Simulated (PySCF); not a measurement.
A GIAO shielding run with PySCF 2.14 (density fitting, non-relativistic, gas phase) on SMILES C(C#C)[Si@@](C)(N)C#N, C₅H₈N₂Si:

```
$ OMP_NUM_THREADS=1 python probes_run.py task.json out

{"job": {"kind": "nmr", "xc": "PBE0", "basis": "pcSseg-1"}, "charge": 0, "multiplicity": 1}
C      3.157865    -0.599919     0.209263
C      2.006652    -0.928444     0.212924
C      0.607285    -1.276142     0.220881
Si    -0.486709     0.252857    -0.127194
C     -2.343798    -0.067776     0.070093
N      0.016265     1.470021     0.978915
C     -0.217694     0.703800    -1.936600
N     -0.062422     0.994470    -3.034040
H      4.174924    -0.344717     0.204969
H      0.354922    -1.693537     1.197848
H      0.431353    -2.053782    -0.525042
H     -2.906360     0.851730    -0.054778
H     -2.707545    -0.773737    -0.670261
H     -2.575631    -0.465562     1.053065
H      0.999571     1.581830     1.168089
H     -0.456276     2.357851     1.020457
```

Hardware: 1 thread of an Arm Neoverse N1, shared host. The job also computes population analyses, field gradients.

(1) How large is the calculation?

(2) How long does it take, and how much memory does it need?

## Answers

(1) 66 electrons, 183 basis functions and 960 auxiliary functions.

(2) 50 s of wall time, with 15 SCF cycles and 5 response iterations; peak memory 0.96 GiB. Times on a shared host scatter by some tens of per cent.
